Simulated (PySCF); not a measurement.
`CC#C[SiH2]n1cccc1`: 4 charge schemes on one density

C7H9NSi.
Numbering: `[CH3:1][C:2]#[C:3][SiH2:4][n:5]1[cH:6][cH:7][cH:8][cH:9]1` (hydrogens: H10, H11, H12 on C1; H13, H14 on Si4; H15 on C6; H16 on C7; H17 on C8; H18 on C9)

Structure used (GFN2-xTB), in Å, numbered top down from 1:
```
atom  x, y, z in Å
C1     3.7667    0.7566   -1.2140
C2     2.5706   -0.0176   -0.9781
C3     1.5731   -0.6668   -0.7849
Si4    0.0419   -1.6418   -0.4680
N5    -1.2226   -0.5067   -0.0367
C6    -2.4313   -0.3348   -0.6544
C7    -3.1386    0.6331   -0.0104
C8    -2.3319    1.0869    1.0602
C9    -1.1755    0.3708    1.0119
H10    3.9248    0.8774   -2.2855
H11    4.6295    0.2492   -0.7828
H12    3.6690    1.7411   -0.7567
H13   -0.4282   -2.3180   -1.6766
H14    0.2473   -2.5504    0.6653
H15   -2.6907   -0.9219   -1.5138
H16   -4.1192    0.9866   -0.2636
H17   -2.5866    1.8488    1.7714
H18   -0.3072    0.4137    1.6401
```

Density: PBE0/pcSseg-1 (PySCF); schemes: Mulliken, IAO, Hirshfeld and ESP-fitted. One conformer (not necessarily the lowest) at the GFN2-xTB geometry, without solvent, vibrations or thermal averaging.

Task: What partial charge does each atom carry?

Result: In e:

```json
{"atom": "C1", "environment": "propargylic carbon", "Mulliken": "-0.162", "IAO": "-0.441", "Hirshfeld": "-0.090", "ESP-fitted": "-0.529"}
{"atom": "C2", "environment": "alkyne carbon", "Mulliken": "-0.110", "IAO": "+0.024", "Hirshfeld": "-0.013", "ESP-fitted": "+0.228"}
{"atom": "C3", "environment": "alkyne carbon", "Mulliken": "-0.426", "IAO": "-0.400", "Hirshfeld": "-0.189", "ESP-fitted": "-0.448"}
{"atom": "Si4", "environment": "SiH2 silicon", "Mulliken": "+0.794", "IAO": "+0.919", "Hirshfeld": "+0.411", "ESP-fitted": "+0.521"}
{"atom": "N5", "environment": "pyrrole-type nitrogen", "Mulliken": "-0.694", "IAO": "-0.347", "Hirshfeld": "-0.106", "ESP-fitted": "+0.061"}
{"atom": "C6", "environment": "aromatic CH next to a ring nitrogen", "Mulliken": "+0.152", "IAO": "-0.114", "Hirshfeld": "-0.038", "ESP-fitted": "-0.258"}
{"atom": "C7", "environment": "aromatic CH carbon", "Mulliken": "-0.177", "IAO": "-0.223", "Hirshfeld": "-0.099", "ESP-fitted": "-0.213"}
{"atom": "C8", "environment": "aromatic CH carbon", "Mulliken": "-0.161", "IAO": "-0.217", "Hirshfeld": "-0.096", "ESP-fitted": "-0.206"}
{"atom": "C9", "environment": "aromatic CH next to a ring nitrogen", "Mulliken": "+0.155", "IAO": "-0.114", "Hirshfeld": "-0.038", "ESP-fitted": "-0.264"}
{"atom": "H10", "environment": "methyl hydrogen", "Mulliken": "+0.157", "IAO": "+0.178", "Hirshfeld": "+0.066", "ESP-fitted": "+0.188"}
{"atom": "H11", "environment": "methyl hydrogen", "Mulliken": "+0.156", "IAO": "+0.177", "Hirshfeld": "+0.066", "ESP-fitted": "+0.184"}
{"atom": "H12", "environment": "methyl hydrogen", "Mulliken": "+0.158", "IAO": "+0.179", "Hirshfeld": "+0.067", "ESP-fitted": "+0.189"}
{"atom": "H13", "environment": "Si–H hydrogen", "Mulliken": "-0.104", "IAO": "-0.115", "Hirshfeld": "-0.063", "ESP-fitted": "-0.074"}
{"atom": "H14", "environment": "Si–H hydrogen", "Mulliken": "-0.081", "IAO": "-0.124", "Hirshfeld": "-0.069", "ESP-fitted": "-0.086"}
{"atom": "H15", "environment": "aromatic hydrogen", "Mulliken": "+0.095", "IAO": "+0.153", "Hirshfeld": "+0.048", "ESP-fitted": "+0.175"}
{"atom": "H16", "environment": "aromatic hydrogen", "Mulliken": "+0.075", "IAO": "+0.155", "Hirshfeld": "+0.047", "ESP-fitted": "+0.173"}
{"atom": "H17", "environment": "aromatic hydrogen", "Mulliken": "+0.074", "IAO": "+0.155", "Hirshfeld": "+0.048", "ESP-fitted": "+0.172"}
{"atom": "H18", "environment": "aromatic hydrogen", "Mulliken": "+0.098", "IAO": "+0.154", "Hirshfeld": "+0.048", "ESP-fitted": "+0.186"}
```

Mean size of the charges over all atoms: IAO 0.233 e, ESP-fitted 0.231 e, Mulliken 0.213 e, Hirshfeld 0.089 e. Each set sums to the total charge, 0, to within 0.001 e. The Mulliken scheme counts on each atom the diagonal of the density matrix times the overlap matrix over that atom's basis functions.

Lowest charge. The schemes don't all agree: Mulliken N5 (-0.694); IAO C1 (-0.441); Hirshfeld C3 (-0.189); ESP-fitted C1 (-0.529).

Highest charge. All schemes agree: Mulliken Si4 (+0.794); IAO Si4 (+0.919); Hirshfeld Si4 (+0.411); ESP-fitted Si4 (+0.521).

Task: Sum the charges by element, for elements with more than one atom.

Result: 
| element | atoms | Mulliken | IAO | Hirshfeld | ESP-fitted |
| --- | --- | --- | --- | --- | --- |
| C | 7 | -0.728 | -1.485 | -0.564 | -1.690 |
| H | 9 | +0.628 | +0.913 | +0.259 | +1.108 |

Task: How many electrons does the Hirshfeld scheme count on C6?

Result: Z − q = 6 − (-0.038) = 6.038.

The run behind these numbers computed NMR shieldings as well. Hardware: an Arm Neoverse V1 with one thread, no GPU, shared host. Cost: 48 s, 0.93 GiB resident at most.
